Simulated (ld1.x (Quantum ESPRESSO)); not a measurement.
# Building the RRKJ potential for Ba (Z = 56) (PBE, scalar-relativistic).

ld1.x (Quantum ESPRESSO) 7.5 input, shortened:

```
&input
   title='Ba', zed=56., rel=1, dft='PBE', iswitch=3,
   config='[Xe] 5d0 6s2 6p0'
 /
 &inputp
   pseudotype=2, tm=.false., lloc=-1, rcloc=2.55,
   nlcc=.false.
 /
3
6S  1  0   2.00   0.00  3.50  3.50  0.0
5P  2  1   6.00   0.00  2.25  2.25  0.0
5D  3  2   0.00   0.00  2.60  2.60  0.0
 &test
   configts(1)='5p6 5d0 6s2 6p0'
 /
```

All-electron outer shells of the reference configuration (PBE, scalar-relativistic, ld1.x):

| shell | level (eV) | outermost node (bohr) | outermost maximum (bohr) |
| --- | --- | --- | --- |
| 4d | -89.68 | 0.32 | 0.70 |
| 5s | -33.67 | 0.80 | 1.47 |
| 5p | -18.74 | 0.86 | 1.67 |
| 6s | -3.23 | 1.97 | 4.16 |
| 5d | -2.02 | 1.00 | 2.49 |
| 6p | -1.24 | 2.36 | 5.40 |

**Question.** Is a potential produced?

**Answer.** No. ld1.x (Quantum ESPRESSO) 7.5 stopped with "compute_chi: n is too large": the Bessel-function wave could not be built (negative determinant in compute_phi), and the routine for χ then failed on it.
